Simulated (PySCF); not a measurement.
Gas-phase reaction: 2 Sb(CH3)3 + 3 C4H8 (isobutene) = 2 Sb + 6 C3H7 (n-propyl)

Energies from PySCF (xtb for GFN2), thermal terms from the rigid-rotor harmonic-oscillator model, ideal gas at 1 bar. † marks an energy on the PBE0/def2-TZVP geometry and frequencies; other levels use their own. MP2 and CCSD(T) freeze the core. Open shells (unrestricted): Sb (multiplicity 4), C3H7 (n-propyl) (multiplicity 2); the rest are closed-shell singlets. GFN2 has no spin-polarisation term. Sb: scalar-relativistic def2 core potential, no spin-orbit coupling. No R ln 2 is added for the mirror-image form of C3H7 (n-propyl). MP2 isn't extrapolated to the basis-set limit; its ΔH°(298 K) is 963.3 kJ in def2-SVP and 1147.9 kJ in def2-TZVPP. CCSD(T) isn't extrapolated to the basis-set limit. The harmonic model lacks anharmonicity and excited electronic states, which grow with temperature; levels with a mode under 35 cm⁻¹ are left out. Internal rotation in C4H8 (isobutene), C3H7 (n-propyl) is treated as a harmonic vibration of one conformer, which makes the entropy rough. Soft modes under 120 cm⁻¹ make the harmonic entropy rough for Sb(CH3)3. Warning, point group unlike the PBE0 one: C3H7 (n-propyl) (GFN2-xTB).

```tsv
level	ΔE electronic, kJ	ΔH°(298 K), kJ	ΔS°(298 K), J/K	ΔG°(1600 K), kJ
BLYP/def2-TZVP†	1111	1092	505	307
CCSD(T)/def2-SVP†	941	921	505	136
GFN2-xTB	1331	1307	521	494
HF/def2-TZVP†	463	443	505	-341
MP2/def2-SVP†	983	963	505	178
MP2/def2-TZVPP†	1167	1148	505	363
PBE0/def2-SVP†	997	978	505	193
r2SCAN/def2-TZVP†	1028	1009	505	224
ωB97M-V/def2-TZVP†	1148	1129	505	344
```
ΔH° is lowest at HF/def2-TZVP† and highest at GFN2-xTB. No reference value is set beside these.
